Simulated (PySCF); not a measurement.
PySCF input (TPSSh/def2-TZVPD):

```python
from pyscf import gto, scf, dft

mol = gto.M(
    atom='''
    B    -0.00000000   -0.00000000   -0.73649529
    N     0.00000000    0.00000000    0.52606806
    ''',
    basis='def2-tzvpd',
    charge=0,
    spin=0,
    verbose=4,
)

mf = dft.RKS(mol, xc='tpssh').density_fit(auxbasis='def2-universal-jkfit')
mf.grids.level = 3
mf.conv_tol = 1e-9
mf.max_cycle = 100
mf.max_memory = 1500
mf.kernel()
if not mf.converged:
    mf = mf.newton()
    mf.kernel(mf.make_rdm1())
mf.analyze()
```

End of the output:

```
Extra cycle  E= -79.416173954356  delta_E= 1.29e-12  |g|= 2.28e-06  |ddm|= 1.46e-06
converged SCF energy = -79.416173954356
**** SCF Summaries ****
Total Energy =                         -79.416173954355955
Nuclear Repulsion Energy =              14.669523222102086
One-electron Energy =                 -135.827095225353787
Two-electron Energy =                   41.741398048895746
Two-electron Coulomb Energy =           52.534401116568063
DFT Exchange-Correlation Energy =      -10.793003067672318
HOMO-LUMO gap [eV] =                     1.280837935843232
**** MO energy ****
MO #1   energy= -14.2833370641765  occ= 2
MO #2   energy= -6.79190810687897  occ= 2
MO #3   energy= -0.788480347384841 occ= 2
MO #4   energy= -0.362539933259828 occ= 2
MO #5   energy= -0.296617125326232 occ= 2
MO #6   energy= -0.296617125326202 occ= 2
MO #7   energy= -0.249547198976186 occ= 0
MO #8   energy= -0.0147203266348778 occ= 0
MO #9   energy= -0.0147203266348473 occ= 0
MO #10  energy= 0.0192528271376293 occ= 0
MO #11  energy= 0.0685493023926984 occ= 0
MO #12  energy= 0.123566829140141  occ= 0
MO #13  energy= 0.123566829140148  occ= 0
MO #14  energy= 0.124838577430162  occ= 0
MO #15  energy= 0.124838591363135  occ= 0
MO #16  energy= 0.136514879572811  occ= 0
MO #17  energy= 0.154846592926457  occ= 0
MO #18  energy= 0.154846592926458  occ= 0
MO #19  energy= 0.200339274451707  occ= 0
MO #20  energy= 0.218798737515479  occ= 0
MO #21  energy= 0.363508480675053  occ= 0
MO #22  energy= 0.385250928574961  occ= 0
MO #23  energy= 0.385251031689102  occ= 0
MO #24  energy= 0.396770700840585  occ= 0
MO #25  energy= 0.396770700840597  occ= 0
MO #26  energy= 0.529932656291052  occ= 0
MO #27  energy= 0.53363513339074   occ= 0
MO #28  energy= 0.53363536860768   occ= 0
MO #29  energy= 0.577498218845845  occ= 0
MO #30  energy= 0.577498218845878  occ= 0
MO #31  energy= 0.582325042241536  occ= 0
MO #32  energy= 0.623176803529504  occ= 0
MO #33  energy= 0.623176803529525  occ= 0
MO #34  energy= 0.671086618986463  occ= 0
MO #35  energy= 0.841305292771796  occ= 0
MO #36  energy= 0.903271755516966  occ= 0
MO #37  energy= 1.06230941557505   occ= 0
MO #38  energy= 1.06230941557508   occ= 0
MO #39  energy= 1.27491189629101   occ= 0
MO #40  energy= 1.30376375427046   occ= 0
MO #41  energy= 1.30376412565649   occ= 0
MO #42  energy= 1.3906035888673    occ= 0
MO #43  energy= 1.39060358886731   occ= 0
MO #44  energy= 1.69965958664654   occ= 0
MO #45  energy= 1.69965958664655   occ= 0
MO #46  energy= 1.7518577457431    occ= 0
MO #47  energy= 1.87202809583856   occ= 0
MO #48  energy= 1.87202860028156   occ= 0
MO #49  energy= 1.90952429831283   occ= 0
MO #50  energy= 1.90952448183082   occ= 0
MO #51  energy= 1.96068758199379   occ= 0
MO #52  energy= 1.9606875819938    occ= 0
MO #53  energy= 2.02118257362872   occ= 0
MO #54  energy= 2.18995851765296   occ= 0
MO #55  energy= 2.18995851765297   occ= 0
MO #56  energy= 2.26172669788605   occ= 0
MO #57  energy= 2.57116245810787   occ= 0
MO #58  energy= 2.57116245810787   occ= 0
MO #59  energy= 2.80316706996654   occ= 0
MO #60  energy= 3.2114694934476    occ= 0
MO #61  energy= 3.98322766260354   occ= 0
MO #62  energy= 3.98322766260357   occ= 0
MO #63  energy= 4.28527164593468   occ= 0
MO #64  energy= 4.28528965745828   occ= 0
MO #65  energy= 4.64391374270565   occ= 0
MO #66  energy= 4.64391374270568   occ= 0
MO #67  energy= 4.71351965485824   occ= 0
MO #68  energy= 4.71356967352206   occ= 0
MO #69  energy= 4.94397519198581   occ= 0
MO #70  energy= 4.99546721326408   occ= 0
MO #71  energy= 4.99546721326412   occ= 0
MO #72  energy= 5.30821974797766   occ= 0
MO #73  energy= 13.8018427389579   occ= 0
MO #74  energy= 31.82991499212     occ= 0
 ** Mulliken pop on meta-lowdin orthogonal AOs  **
 ** Mulliken pop  **
pop of  0 B 1s            1.99973
pop of  0 B 2s            0.89782
pop of  0 B 3s            0.00302
pop of  0 B 4s            0.00005
pop of  0 B 5s            0.00026
pop of  0 B 6s            0.00001
pop of  0 B 2px           0.74128
pop of  0 B 2py           0.74128
pop of  0 B 2pz           0.40013
pop of  0 B 3px           0.00215
pop of  0 B 3py           0.00215
pop of  0 B 3pz           0.01129
pop of  0 B 4px           0.00023
pop of  0 B 4py           0.00023
pop of  0 B 4pz           0.00161
pop of  0 B 3dxy          0.00000
pop of  0 B 3dyz          0.00233
pop of  0 B 3dz^2         0.00151
pop of  0 B 3dxz          0.00233
pop of  0 B 3dx2-y2       0.00000
pop of  0 B 4dxy          0.00000
pop of  0 B 4dyz          0.00007
pop of  0 B 4dz^2         0.00002
pop of  0 B 4dxz          0.00007
pop of  0 B 4dx2-y2       0.00000
pop of  0 B 5dxy          0.00000
pop of  0 B 5dyz          0.00009
pop of  0 B 5dz^2         0.00021
pop of  0 B 5dxz          0.00009
pop of  0 B 5dx2-y2       0.00000
pop of  0 B 4f-3          0.00000
pop of  0 B 4f-2          0.00000
pop of  0 B 4f-1          0.00011
pop of  0 B 4f+0          0.00058
pop of  0 B 4f+1          0.00011
pop of  0 B 4f+2          0.00000
pop of  0 B 4f+3          0.00000
pop of  1 N 1s            1.99994
pop of  1 N 2s            1.53501
pop of  1 N 3s            0.00575
pop of  1 N 4s            0.00040
pop of  1 N 5s            0.00001
pop of  1 N 6s            0.00003
pop of  1 N 2px           1.25095
pop of  1 N 2py           1.25095
pop of  1 N 2pz           1.13400
pop of  1 N 3px           0.00000
pop of  1 N 3py           0.00000
pop of  1 N 3pz           0.00054
pop of  1 N 4px           0.00001
pop of  1 N 4py           0.00001
pop of  1 N 4pz           0.00011
pop of  1 N 3dxy          0.00000
pop of  1 N 3dyz          0.00166
pop of  1 N 3dz^2         0.00642
pop of  1 N 3dxz          0.00166
pop of  1 N 3dx2-y2       0.00000
pop of  1 N 4dxy          0.00000
pop of  1 N 4dyz          0.00010
pop of  1 N 4dz^2         0.00059
pop of  1 N 4dxz          0.00010
pop of  1 N 4dx2-y2       0.00000
pop of  1 N 5dxy          0.00000
pop of  1 N 5dyz          0.00071
pop of  1 N 5dz^2         0.00003
pop of  1 N 5dxz          0.00071
pop of  1 N 5dx2-y2       0.00000
pop of  1 N 4f-3          0.00000
pop of  1 N 4f-2          0.00000
pop of  1 N 4f-1          0.00031
pop of  1 N 4f+0          0.00091
pop of  1 N 4f+1          0.00031
pop of  1 N 4f+2          0.00000
pop of  1 N 4f+3          0.00000
 ** Mulliken atomic charges  **
charge of    0B =      0.19123
charge of    1N =     -0.19123
Dipole moment(X, Y, Z, Debye):  0.00000,  0.00000, -3.03964
```

This is an excited singlet: at this geometry the triplet lies 0.76 eV lower at wB97M-V/def2-TZVPD.
